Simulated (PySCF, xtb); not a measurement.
C2H9NSi, SMILES N(C)([SiH3])C.

Harmonic wavenumbers (cm⁻¹) from GFN2-xTB (xtb) at its own minimum, in rising order: 122, 157, 199, 267, 304, 388, 563, 612, 694, 749, 817, 829, 1042, 1057, 1089, 1127, 1209, 1308, 1418, 1429, 1481, 1490, 1503, 1513, 2146, 2257, 2263, 2885, 2887, 2944, 2949, 3037, 3037.

**Question.** What does PySCF with PBE-D3(BJ)/def2-SVP give at its own minimum? (The exact figures need the calculation; the answer reports its results.)

**Answer.** 127, 143, 228, 248, 267, 354, 657, 663, 693, 870, 937, 943, 1004, 1055, 1078, 1126, 1217, 1268, 1380, 1398, 1399, 1413, 1431, 1455, 2089, 2159, 2170, 2879, 2886, 2949, 2957, 3042, 3043. Paired by order, the mean absolute difference is 42 cm⁻¹ and the zero-point energies are 65.4 and 65.1 kcal/mol.
